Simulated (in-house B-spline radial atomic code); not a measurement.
Response and correlation of Ce4+

Closed shell [Kr] 4d10 5s2 5p6. Computed with a B-spline radial code for spherical atoms: Dirac-Hartree-Fock, relativistic RPA (time-dependent Dirac-Hartree-Fock) for the response and second-order many-body perturbation theory for correlation, no-pair Dirac-Coulomb Hamiltonian, finite nucleus.

Command:
```bash
python run_mb.py task.json out
```
Settings (nuclear radius in fm, box in bohr, cutoff in hartree):
```
basis_form          2
Z                   58
core_configuration  [Kr] 4d10 5s2 5p6
rms_radius          4.8771
mass_number         140
speed_of_light      137.036
box_radius          12.418
lmax                7
intervals           62
virtual_cutoff      84100.0
```

Run time, properties included: 12 s on 1 thread of Arm Neoverse V2, on a shared host.

| multipole (bohr³, bohr⁵, bohr⁷) | uncoupled | coupled RPA |
| --- | --- | --- |
| dipole | 6.7176 | 5.8263 |
| quadrupole | 15.614 | 18.485 |
| octupole | 81.443 | ? |

What is the coupled octupole polarisability?

106.44 atomic units, +31 % against the uncoupled value.

Which subshells carry the dipole polarisability?

5p3/2 70.0 %, 5p1/2 27.4 %, 4d5/2 1.2 %.

What does the dipole shielding factor come to?

The dipole shielding factor is 0.931, against the exact N/Z = 54/58 = 0.931 of the non-relativistic theorem.

Dipole polarisability at imaginary frequency:

```csv
u (Eh),α(iu) (bohr³)
0,5.826
0.559,4.795
1.68,2.158
3.35,0.9138
5.59,0.447
11.2,0.153
22.4,0.04957
55.9,0.01098
```

What dispersion coefficients follow for two such ions (the dispersion part alone)?

C6 = (3/π)∫α(iu)²du = 32.98 hartree·bohr⁶ and C8 = 547.7 hartree·bohr⁸.

Lowest J = 1 odd-parity excitations:

| energy (eV) | oscillator strength | leading channel | weight |
| --- | --- | --- | --- |
| 22.1 | 0.00581 | 5p3/2 → d3/2 | 0.728 |
| 26.044 | 0.389 | 5p1/2 → d3/2 | 0.385 |
| 30.974 | 0.647 | 5p3/2 → s1/2 | 0.661 |
| 31.193 | 5.24 | 5p3/2 → s1/2 | 0.391 |
| 34.202 | 0.292 | 5p1/2 → s1/2 | 0.984 |
| 43.82 | 0.00554 | 5p3/2 → d3/2 | 0.749 |
| 44.785 | 0.164 | 5p3/2 → d5/2 | 0.741 |
| 45.852 | 0.13 | 5p3/2 → s1/2 | 0.997 |

Second-order correlation energy by the highest angular momentum of the excited pair (hartree): s -0.02618, p -0.2388, d -0.78, f -1.385, g -0.4389, h -0.1905, i -0.08681, k -0.04424.

What is the second-order correlation energy at the partial-wave limit?

The listed waves sum to -3.1906 hartree; extrapolating the increments as (l + 1/2)⁻⁴ gives -3.281 hartree, -1.65 eV per electron.
